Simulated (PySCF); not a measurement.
Compound: CH4F3PSi.
Numbering: `[F:1][C:2]([F:3])([F:4])[SiH2:5][PH2:6]` (hydrogens: H7, H8 on Si5; H9, H10 on P6)

Structure optimised with GFN2-xTB, isolated species.

(1) Give the optimised bond lengths and angles.

## Answers

(1) 
```json
{"bond": "F1–C2, C2–F3, C2–F4", "length (Å)": "1.348", "order": "single"}
{"bond": "C2–Si5", "length (Å)": "1.947", "order": "single"}
{"bond": "Si5–P6", "length (Å)": "2.224", "order": "single"}
{"bond": "Si5–H7, Si5–H8", "length (Å)": "1.463", "order": "single"}
{"bond": "P6–H9, P6–H10", "length (Å)": "1.389", "order": "single"}
```

Bonds in one row agree within 0.01 Å and their mean is given. Orders are formal, as drawn. A selection of angles:
```json
{"angle": "F1–C2–F3", "degrees": "106.2"}
{"angle": "F1–C2–Si5", "degrees": "112.0"}
{"angle": "F3–C2–Si5", "degrees": "113.2"}
{"angle": "C2–Si5–P6", "degrees": "102.7"}
{"angle": "C2–Si5–H7", "degrees": "102.9"}
{"angle": "C2–Si5–H8", "degrees": "104.9"}
{"angle": "P6–Si5–H7", "degrees": "122.1"}
{"angle": "P6–Si5–H8", "degrees": "111.2"}
{"angle": "H7–Si5–H8", "degrees": "111.0"}
{"angle": "Si5–P6–H9", "degrees": "96.0"}
{"angle": "H9–P6–H10", "degrees": "93.2"}
```

Torsions: F1–C2–Si5–P6 85° (synclinal). The mirror-image conformer, all signs reversed, is as good.

P6 (three-coordinate phosphorus) is pyramidal (angles 96.0°, 95.2° and 93.2°, sum 284.5°, 0.83 Å off the plane of its three neighbours). Si5 (SiH2 silicon) is distorted tetrahedral (angles from 102.7° to 122.1°).

Point group: C1 (no symmetry element, even within 0.4 Å). No GFN2-xTB frequencies stand behind this structure, so it isn't proved a minimum. One conformer, not necessarily the lowest (C2–Si5–P6–H -68° and -162°).

The numbers are calculated, not measured.
